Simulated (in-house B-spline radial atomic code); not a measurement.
Checks on a self-consistent run for Ne, [He] 2s2 2p6. Level of theory: non-relativistic Hartree-Fock, average of configuration, point nucleus; calculated with a radial B-spline atomic code at the basis-set limit.

| orbital | q | ε (Eh) | <1/r> | <r²> |
| --- | --- | --- | --- | --- |
| 1s | 2 | -32.77244 | 9.61805 | 0.0334696 |
| 2s | 2 | -1.93039 | 1.63255 | 0.967084 |
| 2p | 6 | -0.85041 | 1.43535 | 1.22846 |

Electron-electron repulsion V_ee = 54.0390 hartree, kinetic energy T = 128.5471 hartree.

(1) What total energy follows from the eigenvalues?

(2) What is the virial ratio?

(3) What diamagnetic shielding (Lamb formula) and susceptibility (Langevin formula) do the radii give?

Results:

(1) The eigenvalues count the repulsion twice, so E = Σqε - V_ee = -74.508 - 54.039 = -128.547 hartree; the run printed -128.547.

(2) -V/T = (T - E)/T = 2.000000; at the Hartree-Fock limit it is 2.

(3) σ = (α²/3)Σq<1/r> = 31.1133/(3·137.036²) = 552.28 ppm, and χ = -0.79199×10⁻⁶·Σq<r²> = -7.422×10⁻⁶ cm³/mol with Σq<r²> = 9.3718 bohr². Both are non-relativistic formulas without the paramagnetism of open shells.
